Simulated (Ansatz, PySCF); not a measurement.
Species: sum formula BeHSBr (charge 0, singlet). SMILES: [SH][Be][Br]
Geometry from a B3LYP-D3(BJ)/def2-TZVP (Ansatz, an electronic-structure program) optimisation:
```xyz
4

Be    -0.4605     0.4338     0.1403
Br     0.9483    -0.8534    -0.3129
S     -1.8126     1.7019     0.5556
H     -2.3446     0.9031     1.5007
```

Property: atomisation energy (electronic, to ground-state atoms), in eV. Cores are frozen in the correlated levels unless marked. Open shells are spin-unrestricted. Spin-orbit coupling is left out. Frozen are the shells of the preceding noble gas and the d and f shells that filled before the atom's block. Non-relativistic. The coupled-cluster limit lacks core correlation, which all-electron functionals hold. CBS marks a two-point X^-3 extrapolation of the correlation energy; Hartree-Fock from the larger set.

```csv
level,program,atomisation energy (eV)
HF/STO-3G,Ansatz,11.49
PBE0/def2-QZVPP,Ansatz,11.87
TPSSh/def2-TZVPD,PySCF,11.78
r2SCAN0-D4/def2-TZVPD,Ansatz + dftd4,11.87
HSE06-D3(BJ)/def2-TZVPD,Ansatz + dftd3,11.87
LC-wPBE-D4/def2-TZVPD,Ansatz + dftd4,11.69
LC-wPBE/def2-TZVPD,Ansatz,11.61
MP2/6-31G,Ansatz,9.11
CCSD/6-31G,Ansatz,8.75
"CCSD(T)/CBS(def2-TZVPPD,def2-QZVPPD)",Ansatz,11.74
```
